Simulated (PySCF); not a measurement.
F2H5NSi2, SMILES F[SiH]([SiH2]N)F. Atoms are numbered in the order given.

```xyz
10

Si     1.0059     0.4042     0.0000
F      1.4073    -0.4977     1.3122
F      1.4073    -0.4977    -1.3122
Si    -1.3432     0.6159     0.0000
N     -2.1413    -0.9454     0.0000
H      1.9067     1.6079     0.0000
H     -1.7658     1.3690    -1.2323
H     -1.7658     1.3690     1.2323
H     -1.9984    -1.5253     0.8334
H     -1.9984    -1.5253    -0.8334
```

Geometry: PBE-D3(BJ)/def2-SVP. This is a generated structure with no PubChem entry under its InChIKey; it may be hypothetical. The values are those of a single conformer.

The numbers are results of PBE0/def2-TZVP run with PySCF, not measurements.

Symmetry labels are those of the subgroup Cs that the program uses (full group Cs).

Computed valence orbital energies around the gap with their symmetry:
```csv
orbital,symmetry,energy (eV)
HOMO−7,A',-12.83
HOMO−6,A",-12.08
HOMO−5,A",-11.75
HOMO−4,A',-11.52
HOMO−3,A',-10.88
HOMO−2,A",-9.97
HOMO−1,A',-9.34
HOMO,A',-7.43
LUMO,A',-0.79
LUMO+1,A",-0.35
LUMO+2,A',1.07
LUMO+3,A',1.36
```
